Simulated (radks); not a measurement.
Results of a calculation; reference values are marked as such.
Question: All-electron atom: Sm I in [Xe] 4f6 6s2. Level of theory: non-relativistic Kohn-Sham, PBEsol, spin-polarised, spherical densities, point nucleus; open shells are filled with parallel spins first (spin-orbit coupling, left out, can overturn this in heavy ions); relativity is left out, which matters for an element this heavy (a radial shooting solver on a logarithmic mesh with Libxc functionals). Some entries of the table are withheld. Estimate them.

| orbital | occ. | eigenvalue (eV) | r(max) (bohr) | <r^2> (bohr^2) |
|---|---|---|---|---|
| 1s up | 1 | -44027.06 | 0.01623 | 0.0008012 |
| 1s down | 1 | -44027.06 | 0.01623 | 0.0008012 |
| 2s up | 1 | -6954.231 | 0.08903 | 0.01279 |
| 2s down | 1 | -6954.160 | 0.08903 | 0.01279 |
| 2p up | 3 | -6604.746 | 0.06934 | 0.009524 |
| 2p down | 3 | -6604.705 | 0.06934 | 0.009524 |
| 3s up | 1 | -1517.424 | 0.2489 | 0.08361 |
| 3s down | 1 | -1515.035 | 0.2488 | 0.08347 |
| 3p up | 3 | -1363.113 | 0.2360 | 0.07852 |
| 3p down | 3 | -1360.928 | 0.2359 | 0.07837 |
| 3d up | 5 | -1075.303 | 0.1889 | 0.06321 |
| 3d down | 5 | -1073.709 | 0.1888 | 0.06304 |
| 4s up | 1 | -297.0985 | 0.5704 | 0.4241 |
| 4s down | 1 | -292.2529 | 0.5702 | 0.4241 |
| 4p up | 3 | -237.7693 | 0.5772 | 0.4500 |
| 4p down | 3 | -232.9282 | 0.5770 | 0.4502 |
| 4d up | 5 | -132.5672 | 0.5882 | 0.5220 |
| 4d down | 5 | -127.7459 | 0.5879 | 0.5237 |
| 5s up | 1 | -39.1512 | 1.334 | 2.502 |
| 5s down | 1 | -36.8132 | 1.351 | 2.594 |
| 5p up | 3 | -23.3809 | 1.462 | 3.235 |
| 5p down | 3 | -21.5582 | 1.488 | 3.401 |
| 4f up | 6 | -7.1899 | 0.6000 | 1.149 |
| 6s up | 1 | -3.4600 | 3.872 | (1) |
| 6s down | 1 | -3.2918 | 3.991 | (2) |
| 4f down | 0 | -2.9740 | 0.6032 | 1.432 |
| 5d up | 0 | -2.5574 | 2.063 | (3) |
| 5d down | 0 | -2.0024 | 2.178 | (4) |
| 6p up | 0 | -1.3711 | 4.948 | (5) |
| 6p down | 0 | -1.3040 | 5.085 | (6) |

Answer: 
(1) 6s up <r^2> (bohr^2): 22.98
(2) 6s down <r^2> (bohr^2): 24.25
(3) 5d up <r^2> (bohr^2): 11.12
(4) 5d down <r^2> (bohr^2): 13.53
(5) 6p up <r^2> (bohr^2): 39.98
(6) 6p down <r^2> (bohr^2): 42.25
